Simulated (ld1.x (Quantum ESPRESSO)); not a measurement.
u(r) = r·R(r): atom against pseudo-atom (cadmium (Cd))

Columns: radius, all-electron u(r) and pseudo u(r) of the 5p shell (level -2.08 eV) of cadmium in the configuration [Kr] 4d10 5s1 5p1; PBE, scalar-relativistic, PAW scheme, ld1.x (Quantum ESPRESSO) 7.5.

| r (bohr) | all-electron | pseudo |
| --- | --- | --- |
| 0.170 | -0.0556 | -0.0056 |
| 0.340 | -0.0804 | -0.0220 |
| 0.510 | 0.0925 | -0.0483 |
| 0.680 | 0.1886 | -0.0831 |
| 0.850 | 0.1771 | -0.1247 |
| 1.020 | 0.1015 | -0.1708 |
| 1.190 | 0.0017 | -0.2194 |
| 1.360 | -0.0992 | -0.2681 |
| 1.530 | -0.1910 | -0.3150 |
| 1.700 | -0.2697 | -0.3585 |
| 1.870 | -0.3349 | -0.3972 |
| 2.040 | -0.3874 | -0.4303 |
| 2.210 | -0.4286 | -0.4575 |
| 2.380 | -0.4599 | -0.4787 |
| 2.550 | -0.4828 | -0.4943 |
| 2.720 | -0.4986 | -0.5050 |
| 2.890 | -0.5083 | -0.5113 |
| 3.060 | -0.5130 | -0.5140 |
| 3.230 | -0.5134 | -0.5135 |
| 3.400 | -0.5103 | -0.5103 |
| 3.570 | -0.5043 | -0.5043 |
| 3.740 | -0.4959 | -0.4959 |
| 3.910 | -0.4855 | -0.4855 |
| 4.080 | -0.4737 | -0.4737 |
| 4.250 | -0.4606 | -0.4606 |
| 4.420 | -0.4465 | -0.4465 |

Q: How many radial nodes do the two functions have?

A: The all-electron 5p function has n − l − 1 = 3 (the table is too coarse to show those close to the nucleus); the pseudo-wave has 0, since the states of the same l below it are removed with the core.

Q: At about which radius was the pseudo-wave matched?

A: 3.40 bohr, where the columns begin to agree (steps of 0.17 bohr).

Q: Is the pseudo-wave norm-conserving?

A: No, it belongs to a PAW set: the norm inside the radius is not constrained, and the difference is carried by the augmentation charge.
